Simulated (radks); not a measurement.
Question: All-electron calculation, scalar-relativistic Kohn-Sham, PBEsol, spin-polarised, spherical densities, finite nucleus; open shells are filled with parallel spins first (spin-orbit coupling, left out, can overturn this in heavy ions); Fermi nuclear charge, rms radius of each element as measured or else 0.836 A^(1/3) + 0.57 fm. Program: a radial shooting solver on a logarithmic mesh with Libxc functionals. Each species is in its NIST ground configuration. Rank Dy3+, Er3+, Pr3+, Ho3+, Tm3+, Lu3+, Yb3+, Ce3+, Sm3+, Eu3+, Gd3+, Tb3+, La3+, Pm3+, Nd3+ by radius at which the density is 0.001 e/bohr^3 (bohr), largest first.

Answer: La3+ 3.50, Ce3+ 3.46, Pr3+ 3.42, Nd3+ 3.38, Pm3+ 3.34, Sm3+ 3.31, Eu3+ 3.27, Gd3+ 3.24, Tb3+ 3.21, Dy3+ 3.18, Ho3+ 3.15, Er3+ 3.13, Tm3+ 3.10, Yb3+ 3.07, Lu3+ 3.05.
